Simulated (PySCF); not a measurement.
Structure problem from calculated spectra and properties.

Formula: C9H11OP.

| Item | Value |
| --- | --- |
| NMR, other nuclei | isotropic shieldings of nuclei other than C and H, by class: 29 (1 O), 385 (1 P) ppm [GIAO PBE0/pcSseg-1] |
| Dipole | 2.15 D [PBE0/pcSseg-1] |
| 1H NMR | chemical shifts (computed TMS as zero) by class: 7.66 (1 H), 7.03 (1 H), 6.65 (1 H), 2.26 (3 H), 2.04 (2 H), 1.33 (3 H) ppm [GIAO PBE0/pcSseg-1] |
| 13C NMR | chemical shifts (computed TMS as zero) by class: 161.1 (1 C), 150.8 (1 C), 121.2 (1 C), 117.4 (1 C), 112.9 (1 C), 82.7 (1 C), 31.3 (1 C), 12.4 (1 C), 6.3 (1 C) ppm [GIAO PBE0/pcSseg-1] |
| Rotational structure | rotational constants A, B, C: 1.292, 0.665, 0.473 GHz [GFN2-xTB] |

Gas-phase values; electronic properties from PySCF, density fitting. Levels stand in brackets. One conformer (not necessarily the lowest) at the GFN2-xTB geometry, without solvent, vibrations or thermal averaging. GFN2-xTB frequencies show an imaginary mode (21i cm⁻¹), so this geometry is no minimum at that level. Each NMR value is the plain mean over a class of atoms that symmetry, rotation or inversion makes alike.

**Question.** What is the compound? Reason from the data.

**Answer.** Numbering: `[CH3:1][C:2]#[C:3][P:4]([CH2:5][CH3:6])[c:7]1[cH:8][cH:9][cH:10][o:11]1`. 9 carbons fall into 9 classes; from least to most shielded: substituted aromatic carbon [C7] (161.1 ppm), aromatic CH next to a ring oxygen [C10] (150.8 ppm), aromatic CH carbon [C8] (121.2 ppm), aromatic CH carbon [C9] (117.4 ppm), alkyne carbon [C2] (112.9 ppm), alkyne carbon [C3] (82.7 ppm), chain sp3 carbon bound to phosphorus [C5] (31.3 ppm), methyl carbon [C6] (12.4 ppm), propargylic carbon [C1] (6.3 ppm). Hydrogen classes from least to most shielded: 1 H on an aromatic CH next to a ring oxygen, C10 (7.66 ppm), 1 H on an aromatic CH carbon, C8 (7.03 ppm), 1 H on an aromatic CH carbon, C9 (6.65 ppm), 3 H on a propargylic carbon, C1 (2.26 ppm), 2 H on an sp3 carbon bound to phosphorus, C5 (2.04 ppm), 3 H on a methyl carbon, C6 (1.33 ppm). The other shieldings belong to: 29 ppm, furan-type oxygen [O11]; 385 ppm, phosphine phosphorus [P4]. The optimised geometry has point group C1 and is an asymmetric top. Structure: `CC#CP(CC)c1ccco1`. Computed isomers that give other values at the same levels: `Cc1cc(C=O)c(C)pc1C` (13C chemical shifts (computed TMS as zero) by class: 194.2 (1 C), 186.9 (1 C), 182.0 (1 C), 146.2 (1 C), 139.4 (1 C), 138.6 (1 C), 26.1 (1 C), 24.4 (1 C), 22.9 (1 C) ppm); `C=CC1=C(C)C=C[P@]1(=O)C=C` (13C chemical shifts (computed TMS as zero) by class: 150.7 (1 C), 147.9 (1 C), 143.4 (1 C), 142.5 (1 C), 142.0 (1 C), 138.1 (1 C), 134.2 (1 C), 130.8 (1 C), 17.6 (1 C) ppm); `COc1cc(C2CC2)ccp1` (13C chemical shifts (computed TMS as zero) by class: 204.9 (1 C), 160.6 (1 C), 154.8 (1 C), 128.1 (1 C), 125.2 (1 C), 59.6 (1 C), 21.2 (1 C), 14.9 (2 C) ppm). The assignments are read from this structure; whether some other isomer fits the data as well wasn't checked.

The values belong to the conformer `[CH3:1][C:2]#[C:3][P:4]([CH2:5][CH3:6])[c:7]1[cH:8][cH:9][cH:10][o:11]1`: C3–P4–C5–C6 73°, C3–P4–C7–C8 -22°.
